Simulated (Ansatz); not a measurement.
Relaxation of AlH$_{8}$NOSi (12 atoms, charge 0, multiplicity 1), to a largest force component of 0.03 eV/Å in at most 50 steps.

Computed with Ansatz, RKS PBE-D4/def2-SVP.

```xyz
12
Properties=species:S:1:pos:R:3
Al -0.044 0.291 -0.544
N 0.024 0.051 2.543
H -0.766 -0.202 3.148
H 0.872 0.049 3.123
H 1.521 0.130 -0.803
H -1.182 -0.690 -1.077
O -0.546 1.817 0.189
Si -1.745 2.951 0.395
H -3.065 2.489 -0.171
H -1.928 3.206 1.871
H -1.372 4.250 -0.268
H -0.135 1.033 2.221
```

Task: Where does it end, and by what steps?

Result: The forces met the threshold. The force dipped under the threshold on the way, but the program's further checks kept it going. After 25 steps the energy has fallen by 0.970 eV; H3 moved furthest, 0.94 Å. Joined: Al1–N2 (3.10 → 2.08 Å).

| step | energy less start (eV) | largest force component (eV/Å) | accepted |
| --- | --- | --- | --- |
| 0 | 0.0000 | 0.877 | yes |
| 1 | -0.2320 | 0.645 | yes |
| 2 | -0.5682 | 0.752 | yes |
| 3 | -0.8169 | 0.547 | yes |
| 4 | -0.8735 | 1.272 | yes |
| 5 | -0.9382 | 0.234 | yes |
| 6 | -0.9444 | 0.203 | yes |
| 7 | -0.9482 | 0.054 | yes |
| 8 | -0.9503 | 0.125 | yes |
| 9 | -0.9540 | 0.132 | yes |
| 10 | -0.9561 | 0.106 | yes |
| 11 | -0.9554 | 0.282 | no |
| 12 | -0.9585 | 0.084 | yes |
| 13 | -0.9618 | 0.117 | yes |
| 14 | -0.9633 | 0.111 | yes |
| 15 | -0.9644 | 0.078 | yes |
| 16 | -0.9655 | 0.056 | yes |
| 17 | -0.9661 | 0.042 | yes |
| 18 | -0.9667 | 0.035 | yes |
| 19 | -0.9668 | 0.071 | yes |
| 20 | -0.9672 | 0.048 | yes |
| 21 | -0.9686 | 0.029 | yes |
| 22 | -0.9695 | 0.050 | yes |
| 23 | -0.9696 | 0.055 | yes |
| 24 | -0.9698 | 0.044 | yes |
| 25 | -0.9700 | 0.007 | yes |

```xyz
12
Properties=species:S:1:pos:R:3
Al -0.167 0.348 0.193
N 0.223 -0.109 2.181
H -0.396 -0.835 2.567
H 1.195 -0.385 2.379
H 1.324 0.500 -0.395
H -1.106 -0.879 -0.258
O -0.993 1.851 0.586
Si -1.894 3.193 0.244
H -3.169 2.850 -0.491
H -2.282 3.888 1.528
H -1.132 4.186 -0.599
H 0.031 0.766 2.693
```

Whether the end is a true minimum wasn't checked by a vibrational analysis.

Run time: 57 s on 2 threads of Arm Neoverse V1, on a shared host, peak memory 0.15 GiB.
